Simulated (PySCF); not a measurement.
CH6BN, SMILES C(B)N, PBE0/def2-SVP optimised geometry.

```
9

B      0.84    -0.38     0.00
C     -0.72    -0.38     0.00
N     -1.48     0.86     0.00
H      1.43    -1.43     0.01
H      1.48     0.65    -0.01
H     -1.03    -1.01    -0.86
H     -1.05    -1.01     0.85
H     -1.23     1.42     0.82
H     -1.21     1.43    -0.80
```

Density from PBE0/def2-TZVP run with PySCF at that geometry.

Minimum of the electron density along straight lines between bonded atoms, close to the bond critical point (lines longer than 1.1 times the sum of covalent radii, or with two minima, are not listed):

```json
[
 {"bond": "B1–C2", "length / Å": "1.558", "ρ at the minimum / e bohr⁻³": "0.196", "∇²ρ there / e bohr⁻⁵": "-0.32", "position (fraction from the first atom)": "0.33"},
 {"bond": "C2–N3", "length / Å": "1.460", "ρ at the minimum / e bohr⁻³": "0.267", "∇²ρ there / e bohr⁻⁵": "-0.68", "position (fraction from the first atom)": "0.41"},
 {"bond": "B1–H4", "length / Å": "1.212", "ρ at the minimum / e bohr⁻³": "0.180", "∇²ρ there / e bohr⁻⁵": "-0.38", "position (fraction from the first atom)": "0.43"},
 {"bond": "B1–H5", "length / Å": "1.213", "ρ at the minimum / e bohr⁻³": "0.179", "∇²ρ there / e bohr⁻⁵": "-0.38", "position (fraction from the first atom)": "0.43"},
 {"bond": "C2–H6", "length / Å": "1.112", "ρ at the minimum / e bohr⁻³": "0.262", "∇²ρ there / e bohr⁻⁵": "-0.85", "position (fraction from the first atom)": "0.64"},
 {"bond": "C2–H7", "length / Å": "1.111", "ρ at the minimum / e bohr⁻³": "0.263", "∇²ρ there / e bohr⁻⁵": "-0.86", "position (fraction from the first atom)": "0.64"},
 {"bond": "N3–H8", "length / Å": "1.019", "ρ at the minimum / e bohr⁻³": "0.335", "∇²ρ there / e bohr⁻⁵": "-1.56", "position (fraction from the first atom)": "0.73"},
 {"bond": "N3–H9", "length / Å": "1.019", "ρ at the minimum / e bohr⁻³": "0.335", "∇²ρ there / e bohr⁻⁵": "-1.56", "position (fraction from the first atom)": "0.73"}
]
```
